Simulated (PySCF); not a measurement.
Radial density of B(3+) (boron, charge +3)

TPSS, 1s2, closed-shell 1S. All numbers are calculated (PySCF 2.14, no relativity, point nucleus, in def2-TZVPPD (6s3p3d1f, 37 functions)).

```tsv
r (bohr)	4πr²ρ (e/bohr)
0.00489	0.01991
0.00823	0.05468
0.0138	0.1459
0.0233	0.3762
0.0392	0.9084
0.0659	1.976
0.111	3.599
0.186	4.910
0.314	4.180
0.527	1.653
0.887	0.1886
1.49	0.002765
```
